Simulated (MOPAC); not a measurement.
MOPAC input (AM1):

```
AM1 PRECISE GNORM=0.05 LET XYZ UHF MS=0.5 GEO-OK AUX(PRECISION=9) THREADS=1
H7N2Si2

N    -1.97900600 1    0.85058800 1   -0.80631200 1
Si   -1.17291700 1   -0.43475300 1    0.06691200 1
N     0.33375100 1    0.05032500 1    0.73318500 1
Si    1.89170500 1    0.06663500 1   -0.02543400 1
H    -2.86487900 1    0.55889000 1   -1.22896400 1
H    -0.92117900 1   -1.55440200 1   -0.87304300 1
H    -2.07274500 1   -0.84825600 1    1.17529600 1
H     0.27775300 1    0.51578400 1    1.62967800 1
H     1.76035700 1   -0.68529300 1   -1.29244000 1
H     2.90773300 1   -0.58011500 1    0.83994600 1
H     2.36670500 1    1.44065300 1   -0.31928000 1
```

Output:

```
 *******************************************************************************
 **                                                                           **
 **                              MOPAC v23.2.5                                **
 **                                                                           **
 *******************************************************************************
 ** MOPAC's Digital Object Identifier: https://doi.org/10.5281/zenodo.6511958 **
 **                                                                           **
 ** Please cite the open-source release paper for use of this MOPAC version:  **
 ** J. E. Moussa and J. J. P. Stewart (2026)                                  **
 ** MOPAC: An open-source semiempirical molecular orbital program             **
 ** J. Open Source Softw., 11(119), 8025, https://doi.org/10.21105/joss.08025 **
 *******************************************************************************

                              AM1 CALCULATION RESULTS

 *******************************************************************************
 *  AM1        - The AM1 Hamiltonian to be used
 *  GEO-OK     - OVERRIDE INTERATOMIC DISTANCE AND OTHER SAFETY CHECKS
 *  UHF        - UNRESTRICTED HARTREE-FOCK CALCULATION
 *  MS=        - IN MECI, MAGNETIC COMPONENT OF SPIN =  0.5
 *  LET        - OVERRIDE SOME SAFETY CHECKS
 *  PRECISE    - TIGHTER CRITERIA TO BE USED
 *  XYZ        - CARTESIAN COORDINATE SYSTEM TO BE USED
 *  GNORM      - EXIT WHEN GRADIENT NORM DROPS BELOW 0.050
 *  AUX        - OUTPUT AUXILIARY INFORMATION
 *******************************************************************************
AM1 PRECISE GNORM=0.05 LET XYZ UHF MS=0.5 GEO-OK AUX(PRECISION=9) THREADS=1
 H7N2Si2

   ATOM   CHEMICAL          X               Y               Z
  NUMBER   SYMBOL      (ANGSTROMS)     (ANGSTROMS)     (ANGSTROMS)

     1       N         -1.97900600  *   0.85058800  *  -0.80631200  *
     2      Si         -1.17291700  *  -0.43475300  *   0.06691200  *
     3       N          0.33375100  *   0.05032500  *   0.73318500  *
     4      Si          1.89170500  *   0.06663500  *  -0.02543400  *
     5       H         -2.86487900  *   0.55889000  *  -1.22896400  *
     6       H         -0.92117900  *  -1.55440200  *  -0.87304300  *
     7       H         -2.07274500  *  -0.84825600  *   1.17529600  *
     8       H          0.27775300  *   0.51578400  *   1.62967800  *
     9       H          1.76035700  *  -0.68529300  *  -1.29244000  *
    10       H          2.90773300  *  -0.58011500  *   0.83994600  *
    11       H          2.36670500  *   1.44065300  *  -0.31928000  *

          CARTESIAN COORDINATES

    NO.       ATOM           X           Y           Z

     1         N         -1.9790      0.8506     -0.8063
     2        Si         -1.1729     -0.4348      0.0669
     3         N          0.3338      0.0503      0.7332
     4        Si          1.8917      0.0666     -0.0254
     5         H         -2.8649      0.5589     -1.2290
     6         H         -0.9212     -1.5544     -0.8730
     7         H         -2.0727     -0.8483      1.1753
     8         H          0.2778      0.5158      1.6297
     9         H          1.7604     -0.6853     -1.2924
    10         H          2.9077     -0.5801      0.8399
    11         H          2.3667      1.4407     -0.3193

[...]
     1       N         -1.95828384  *   0.75512319  *  -0.84826318  *
     2      Si         -1.20086571  *  -0.44914541  *   0.10736571  *
     3       N          0.32567492  *   0.08158847  *   0.67406315  *
     4      Si          1.89301357  *   0.08662878  *  -0.03013022  *
     5       H         -2.82840239  *   0.74130754  *  -1.28770780  *
     6       H         -1.06496196  *  -1.68919025  *  -0.68056807  *
     7       H         -2.06008811  *  -0.78489558  *   1.25919391  *
     8       H          0.29313764  *   0.53186884  *   1.55391937  *
     9       H          1.89196186  *  -0.42387737  *  -1.40467770  *
    10       H          2.82936558  *  -0.74679063  *   0.73492151  *
    11       H          2.48621668  *   1.42860348  *  -0.05585784  *

                             CARTESIAN COORDINATES

   1    N       -1.958283836     0.755123195    -0.848263185
   2   Si       -1.200865711    -0.449145410     0.107365705
   3    N        0.325674918     0.081588470     0.674063153
   4   Si        1.893013566     0.086628783    -0.030130219
   5    H       -2.828402388     0.741307544    -1.287707799
   6    H       -1.064961962    -1.689190251    -0.680568070
   7    H       -2.060088114    -0.784895576     1.259193915
   8    H        0.293137642     0.531868838     1.553919365
   9    H        1.891961858    -0.423877370    -1.404677697
  10    H        2.829365582    -0.746790628     0.734921512
  11    H        2.486216681     1.428603478    -0.055857836

           Empirical Formula: H7 N2 Si2  =    11 atoms

      MOLECULAR POINT GROUP   :   C1

          ALPHA EIGENVALUES
 -32.11764 -31.48048 -17.45065 -17.03855 -15.65521 -14.81473 -13.79879 -13.07518
 -12.81203 -11.74294 -10.91441 -10.87482  -9.87711   1.42388   1.52272   1.55765
   1.78120   1.90067   2.06956   2.11776   3.11670   5.53789   5.64175

           BETA EIGENVALUES
 -32.13489 -28.95019 -17.30829 -17.00414 -15.36858 -14.63419 -13.63489 -12.72248
 -11.90501 -11.73218 -10.37325  -9.57812  -0.01472   1.49454   1.70297   1.80267
   1.95367   2.07614   2.31985   2.47431   3.15213   5.55740   6.08820

              NET ATOMIC CHARGES AND DIPOLE CONTRIBUTIONS

  ATOM NO.   TYPE          CHARGE      No. of ELECS.   s-Pop       p-Pop
    1          N          -0.556328        5.5563     1.71415     3.84217
    2         Si           1.196074        2.8039     0.78577     2.01815
    3          N          -0.864077        5.8641     1.54324     4.32084
    4         Si           0.984233        3.0158     0.81533     2.20044
    5          H           0.173467        0.8265     0.82653
    6          H          -0.235798        1.2358     1.23580
    7          H          -0.238438        1.2384     1.23844
    8          H           0.186640        0.8134     0.81336
    9          H          -0.200001        1.2000     1.20000
   10          H          -0.227798        1.2278     1.22780
   11          H          -0.217975        1.2180     1.21797
 DIPOLE           X         Y         Z       TOTAL
 POINT-CHG.    -0.113    -0.892     0.196     0.920
 HYBRID        -0.838     0.102     0.413     0.939
 SUM           -0.951    -0.790     0.609     1.378

          ATOMIC ORBITAL ELECTRON POPULATIONS

     Atom    s        px        py        pz
    1  N   1.71415   1.21999   1.54493   1.07725
    2 Si   0.78577   0.64546   0.65854   0.71415
    3  N   1.54324   1.28542   1.72038   1.31504
    4 Si   0.81533   0.65338   0.78603   0.76103
    5  H   0.82653
    6  H   1.23580
    7  H   1.23844
    8  H   0.81336
    9  H   1.20000
   10  H   1.22780
   11  H   1.21797

                    (SZ)    =    0.500000
                    (S**2)  =    0.761882

          ATOMIC ORBITAL SPIN POPULATIONS

    Atom   Total    s     px     py     pz
         Atomic
    1  N  1.0423  0.035  0.186  0.169  0.652
    2 Si -0.1462 -0.028 -0.025 -0.039 -0.054
    3  N -0.0076 -0.001  0.001 -0.006 -0.001
    4 Si -0.0011 -0.000 -0.001  0.000 -0.000
    5  H -0.0350 -0.035
    6  H  0.0756  0.076
    7  H  0.0732  0.073
    8  H -0.0012 -0.001
    9  H  0.0002  0.000
   10  H -0.0000 -0.000
   11  H -0.0002 -0.000

 **********************
 *                    *
 * JOB ENDED NORMALLY *
 *                    *
 **********************

 == MOPAC DONE ==
```

The geometry given is a B3LYP-D3(BJ)/def2-TZVP minimum.
